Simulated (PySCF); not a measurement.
Re(O)3(Me) (CH3O3Re), SMILES [Re]([CH3])(=[O])(=[O])=[O], multiplicity 1. The structure is a stationary point at PBE-D3(BJ)/def2-SVP. The multiplicity is an assumed one; no other spin state was optimised. The isomer is the one that the SMILES or the coordinates give; other isomers of the formula were not compared. The def2 effective core potentials stand for the cores of Re; spin–orbit coupling is left out.

Computed equilibrium geometry at PBE-D3(BJ)/def2-SVP (PySCF confirms it by a frequency run) as a Z-matrix, and its point group:
point group C3v.
```
Re
O 1 1.7203
O 1 1.7203 2 112.30
O 1 1.7203 2 112.30 3 -127.70
C 1 2.0814 2 106.47 4 -116.15
H 5 1.1090 1 109.22 2 60.00
H 5 1.1090 6 109.72 1 119.69
H 5 1.1090 6 109.72 7 120.63
```
